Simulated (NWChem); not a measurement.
VH$_{2}$SO$_{2}$F; SMILES [OH][V]([OH])([F])=[S]

```xyz
7

V      0.0001     0.3294    -0.0072
S      0.0004    -1.6562    -0.1793
F     -0.0091     0.7649     1.6495
O     -1.4038     0.9759    -0.7818
H     -2.1342     0.4493    -1.1288
O      1.4131     0.9749    -0.7660
H      2.1470     0.4477    -1.1046
```
Atoms are numbered in this order, from 1.

Level: PBE0/def2-SVP (NWChem), optimised geometry, unscaled harmonic frequencies. 

Problem. List the harmonic frequencies with IR intensities, and the thermochemistry.

Solution. 
```
frequency (cm⁻¹)  IR intensity (km/mol)
----------------  ---------------------
216                                11.3
223                                 1.6
228                                 1.2
240                                11.4
267                                 5.1
320                                29.1
352                               151.5
591                               195.9
597                                49.6
650                                93.2
775                               203.3
827                               175.0
848                               156.0
3895                              417.1
3900                               86.5
```

* **zero-point energy**: 19.9 kcal/mol
* **thermal correction to the enthalpy at 298.15 K (with zero-point energy)**: 24.8 kcal/mol
* **heat capacity Cv**: 23.0 cal/(mol K)
* **entropy at 298.15 K and 1 atm (symmetry number 1)**: 81.3 cal/(mol K)
* **dipole moment**: 2.31 D

Rigid rotor and harmonic oscillator.
